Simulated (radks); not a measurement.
Results of a calculation; reference values are marked as such.
Initial-state core-level shifts of neutral cadmium when its valence configuration changes from [Kr] 4d10 5s2. Code: a radial shooting solver on a logarithmic mesh with Libxc functionals. Model: Dirac Kohn-Sham, LDA (Slater exchange, Perdew-Wang correlation), spin-unpolarised, spherical densities, finite nucleus; open shells fill j = l - 1/2 first; Fermi nuclear charge, rms radius 4.6087 fm. Shifts are changes of the shell-averaged eigenvalues in eV (positive: less bound); the change of the density at the nucleus, which sets a Mossbauer isomer shift, is in e/bohr^3, on a base of 1.588e+05.

| valence | 1s | 2s | 3s | 4s | density at nucleus |
|---|---|---|---|---|---|
| 4d9 5s2 5p1 | -6.594 | -6.874 | -6.761 | -6.272 | +14.41 |
| 4d10 5s1.5 5p0.5 | -0.930 | -0.907 | -0.918 | -0.934 | -9.94 |
| 4d9.5 5s2 5p0.5 | -3.300 | -3.429 | -3.382 | -3.165 | +7.06 |
| 4d8 5s2 5p2 | -13.287 | -13.932 | -13.631 | -12.435 | +29.86 |
| 4d9.5 5s1 5p1.5 | -4.892 | -4.983 | -4.956 | -4.759 | -16.24 |
| 4d10 5s1 5p1 | -1.778 | -1.732 | -1.755 | -1.786 | -20.72 |
| 4d8.5 5s2 5p1.5 | -9.917 | -10.369 | -10.171 | -9.356 | +22.00 |
| 4d6.5 5s2 5p3.5 | -24.109 | -25.418 | -24.685 | -22.018 | +54.83 |
